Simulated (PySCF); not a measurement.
# Worked example: oscillator strength and radiative lifetime

C2H8FNSi2, SMILES F[C@@H]1[Si@@H](N)[SiH2]C1.

Geometry optimised at r2SCAN-D4/def2-SVP. The structure was generated by enumeration; whether it is a known compound was not checked. Other conformers were not sampled.

PySCF with TDDFT-ωB97X/def2-SVPD puts the first singlet state with f over 0.02 at 6.52 eV (vertical), with the transition dipole (0.361, -0.486, -0.174) in atomic units.

Find the oscillator strength, the wavelength and the radiative lifetime that this transition would have in vacuum if emission retraced absorption.


|μ|² = 0.3968 au, so |μ| = 1.60 D. ΔE = 6.52/27.211 = 0.2396 hartree. f = (2/3) ΔE |μ|² = 0.063 (the program prints 0.063).
λ = 1239.84/6.52 = 190 nm; ν = 52587 cm⁻¹.
Einstein's coefficient A = 0.6670 ν² f s⁻¹ (ν in cm⁻¹) = 1.2e8 s⁻¹, so τ = 1/A = 8.6 ns. This state is S2; the lower singlet has f = 0.019. The figure is the radiative limit of this one transition; relaxation, internal conversion, crossing to triplets and a medium change what is measured.
